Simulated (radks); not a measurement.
Values are calculated unless marked as measured or tabulated.
Question: The tin ion Sn4+, configuration [Kr] 4d9.5 5d0.5 (fractional occupations, a model configuration). Code: a radial shooting solver on a logarithmic mesh with Libxc functionals. Model: scalar-relativistic Kohn-Sham, SCAN, spin-polarised, spherical densities, finite nucleus; open shells are filled with parallel spins first (spin-orbit coupling, left out, can overturn this in heavy ions); meta-GGA in the generalised Kohn-Sham scheme; Fermi nuclear charge, rms radius 4.6519 fm. Some entries of the table are withheld. Estimate them.

orbital  occ.  eigenvalue (hartree)  <1/r> (bohr^-1)  <r> (bohr)
1s up       1             -1069.978            53.08     0.02906
1s down     1             -1069.978            53.08     0.02906
2s up       1             -163.6519            12.13      0.1254
2s down     1             -163.6463            12.13      0.1254
2p up       3             -146.9589            11.65      0.1096
2p down     3             -146.9542            11.65      0.1096
3s up       1             -33.26263            4.316      0.3385
3s down     1             -33.26009            4.316      0.3385
3p up       3             -27.75947            4.102      0.3372
3p down     3             -27.75624            4.102      0.3372
3d up       5             -19.32349            3.865         (1)
3d down     5             -19.31790            3.865         (2)
4s up       1              -6.81874            1.690      0.8177
4s down     1              -6.79497            1.690      0.8178
4p up       3              -5.14198            1.541      0.8804
4p down     3              -5.11824            1.541      0.8807
4d up       5              -2.68557            1.257       1.052
4d down   4.5              -2.66218            1.257       1.052
5d up     0.5              -0.90796           0.4115       3.097

Answer: 
(1) 3d up <r> (bohr): 0.3145
(2) 3d down <r> (bohr): 0.3145
